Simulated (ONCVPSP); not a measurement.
Cutoff test, W, ONCV

ONCVPSP 4.0.1 input, shortened (lines: element, Z, core and valence counts, functional; n l f; lmax; l rc ep ncon nbas qcut; lloc lpopt rc5 dvloc0; l nproj debl; icmod fcfact rcfact), PBEsol, scalar-relativistic:

```
  W 74.00   10    4  -116133      upf
    1    0    2.00
    2    0    2.00
    2    1    6.00
    3    0    2.00
    3    1    6.00
    3    2   10.00
    4    0    2.00
    4    1    6.00
    4    2   10.00
    4    3   14.00
    5    0    2.00
    5    1    6.00
    5    2    4.00
    6    0    2.00
    2
    0    1.40    0.00    3    7    7.00
    1    1.55    0.00    4    7    8.30
    2    2.90    0.00    3    7    5.10
    4    5    0.90    0.00
    0    3    2.10
    1    2    1.40
    2    1    0.50
    3    4.50    1.55
```

In the p channel the program set the typed energies aside and used -1.588, 0.250 Ha.

Problem. For each optimised wave give the share of its norm inside rc, the residual kinetic energy above qcut (Ha) and the cutoffs (Ha) for errors of 10, 1, 0.1 and 0.01 mHa per electron.

Solution.

| wave | norm inside rc | residual KE | 10 mHa | 1 mHa | 0.1 mHa | 0.01 mHa |
| --- | --- | --- | --- | --- | --- | --- |
| 5s | 0.840 | 1.6e-04 | 16.9 | 21.3 | 32.1 | 101.6 |
| 6s | 0.042 | 5.8e-05 | 13.6 | 19.3 | 23.6 | 45.4 |
| s projector 3 | 0.060 | 2.8e-04 | 16.9 | 22.2 | 28.4 | 58.5 |
| 5p | 0.785 | 8.9e-06 | 18.3 | 25.4 | 29.9 | 35.0 |
| p projector 2 | 0.077 | 7.1e-06 | 9.3 | 23.4 | 29.1 | 34.1 |
| 5d | 0.835 | 1.2e-06 | 7.4 | 9.2 | 10.7 | 11.8 |

The occupied waves need 25 Ha and 32 Ha for 1 and 0.1 mHa. Note: no bound ghost flagged; GHOST(+) flagged for s at 40.7 eV, p at 192.1 eV, d at 192.8 eV.
